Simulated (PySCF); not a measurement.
C2H8AlNS, SMILES C[N](C)[AlH][SH]. Atoms are numbered in the order given.

```xyz
13

Al    -0.8558    -0.3508     0.0000
H     -2.4341    -0.3646     0.0000
N      0.0498     1.1763     0.0000
C      1.4977     1.2567     0.0000
C     -0.5915     2.4766     0.0000
H      1.8778     1.7926     0.8920
H      1.8778     1.7926    -0.8920
H      1.9478     0.2510     0.0000
H     -0.3123     3.0724    -0.8915
H     -0.3123     3.0724     0.8915
H     -1.6889     2.3725     0.0000
S      0.3216    -2.1918     0.0000
H     -0.7608    -2.9946     0.0000
```

Coordinates come from a ωB97X-D3(BJ)/def2-SVP optimisation. The structure was generated by enumeration; whether it is a known compound was not checked. One conformer was computed; it need not be the lowest.

Calculation: PySCF 2.14.0 with ωB97X-D3(BJ)/def2-SVP.

Frequencies are harmonic and unscaled.

```
mode  ν (cm⁻¹)  IR (km/mol)  moving atoms (share of kinetic energy)
----  --------  -----------  --------------------------------------
1           76          2.0         C 30 %, H 27 %, Al 23 %, S 19 %
2          114          2.4         S 34 %, C 30 %, H 17 %, Al 16 %
3          187         10.3                          H 74 %, N 22 %
4          197          7.9                                  H 90 %
5          235          0.1                                  H 96 %
6          255          6.1          C 37 %, N 20 %, H 19 %, S 18 %
7          298          2.6                          H 55 %, N 40 %
8          360          4.3                 C 39 %, H 35 %, Al 22 %
9          487        128.0                         H 82 %, Al 14 %
10         489         11.5                 Al 33 %, S 31 %, H 28 %
11         627        131.8                 H 73 %, Al 11 %, C 10 %
12         657         24.3         H 59 %, Al 14 %, C 13 %, S 11 %
13         724        155.1                 H 51 %, Al 33 %, C 14 %
14        1042        116.4                  H 41 %, C 36 %, N 21 %
15        1100          2.7                          H 75 %, C 24 %
16        1119          0.0                          H 81 %, C 19 %
17        1177          2.8                  H 69 %, C 20 %, N 12 %
18        1260         97.7                  N 59 %, C 30 %, H 11 %
19        1332         62.2                  N 42 %, H 35 %, C 21 %
20        1446          4.6                          H 85 %, C 15 %
21        1463          0.0                                  H 97 %
22        1471         12.2                                  H 97 %
23        1474         15.6                          H 82 %, C 18 %
24        1494         18.4                                  H 96 %
25        1514          4.1                                  H 94 %
26        1986        168.0                                  H 96 %
27        2760          0.0                                  H 97 %
28        3003         61.3                                  H 97 %
29        3008        115.5                                  H 97 %
30        3065         89.2                          H 90 %, C 10 %
31        3073          3.1                          H 90 %, C 10 %
32        3135         20.7                           H 91 %, C 9 %
33        3141         22.7                           H 91 %, C 9 %
```
